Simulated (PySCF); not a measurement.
PySCF input:

```python
from pyscf import gto, scf, dft

mol = gto.M(
    atom='''
    C    -1.16979933   -0.02795748    0.30417577
    Si    0.57568461    0.01092575   -0.22556764
    H    -1.80015384    0.85093633    0.15655899
    H    -1.73943850   -0.95568380    0.22400751
    H     1.28893734   -1.11663320    0.52008273
    H     1.20986652    1.23616507    0.43224315
    ''',
    basis='def2-tzvpd',
    charge=-1,
    spin=1,
    verbose=4,
)

mf = dft.UKS(mol, xc='mn15').density_fit(auxbasis='def2-universal-jkfit')
mf.grids.level = 4
mf.conv_tol = 1e-9
mf.max_cycle = 100
mf.max_memory = 1500
mf.kernel()
if not mf.converged:
    mf = mf.newton()
    mf.kernel(mf.make_rdm1())
for _ in range(2):
    mo, _, stable, _ = mf.stability(return_status=True)
    if stable:
        break
    mf.kernel(mf.make_rdm1(mo, mf.mo_occ))
mf.analyze()
```

Q: What final total energy does it print?

A: -329.79702 Eh (MN15/def2-TZVPD).
